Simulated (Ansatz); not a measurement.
`C[C@@H](F)[C@H](F)Cl` + SiH₄ → `F[C@@H]([SiH3])[C@@H](F)Cl` + CH₄  (formal exchange of groups at a C–C bond)

Gas-phase electronic energies from Ansatz, PBE0-D4/def2-TZVP geometries. CCSD(T)/CBS adds triple-zeta CCSD(T) − MP2 to the extrapolated MP2 energy (def2 sets, frozen cores). This one scheme is used for every species. One conformer a species, not always the lowest.

```
             level  ΔE (kJ/mol)
SCS-MP2/def2-QZVPP          1.1
    CCSD/CBS(def2)          0.9
```

(1) What does CCSD(T)/CBS give? (Best estimate.)

Largest T1 diagnostic among the species: 0.012.

## Answers

(1) Ansatz gave: -0.3 kJ/mol. The listed levels differ from it by 1.4, 1.2 kJ/mol.

In def2-TZVPP, CCSD(T) changes the Hartree–Fock value by −7.2 kJ/mol (the triples alone add −1.1 kJ/mol) and MP2 by −8.5 kJ/mol. From PBE to PBE0 (25 % exact exchange), in def2-TZVPP and without D4, ΔE moves by +3.9 kJ/mol.

CCSD(T)/CBS has its own doubt, a few kJ/mol and more with outer-core shells, so smaller differences from it don't rank the levels.
